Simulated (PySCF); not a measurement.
Isomers of C5H3NOS, one conformer each; single-point electronic energies without zero-point terms and without any empirical dispersion term.

Level: wB97X-D/pcSseg-2 in PySCF, non-relativistic, each on one gas-phase PBE0-D3(BJ)/def2-TZVP geometry that isn't relaxed in the solvent. The solvent is an IEF-PCM continuum (Bondi radii, 1.10 Å for H, scaled by 1.2). Only the electrostatic response of the medium enters.

```tsv
isomer	relative energy, gas (kcal/mol)	dipole (D)
`N#CSc1ccco1`	0.0	4.62
`N#CSc1ccoc1`	0.9	4.03
```

Q: How do the relative energies look in chloroform (ε = 4.711)?

A: 
| isomer | relative energy, solvent (kcal/mol) | E(solvent) − E(gas) (kcal/mol) | dipole in solvent (D) |
| --- | --- | --- | --- |
| `N#CSc1ccco1` | 0.0 | -4.6 | 5.62 |
| `N#CSc1ccoc1` | 1.2 | -4.3 | 4.90 |

The order is unchanged. Conformers: `[N:1]#[C:2][S:3][c:4]1[cH:5][cH:6][cH:7][o:8]1` with C2–S3–C4–C5 102°; `[N:1]#[C:2][S:3][c:4]1[cH:5][cH:6][o:7][cH:8]1` with C2–S3–C4–C5 -179°. `N#CSc1ccco1` gains most from the continuum, and it has the largest gas-phase dipole. The gains span 0.3 kcal/mol, the gas-phase energies 0.9 kcal/mol.
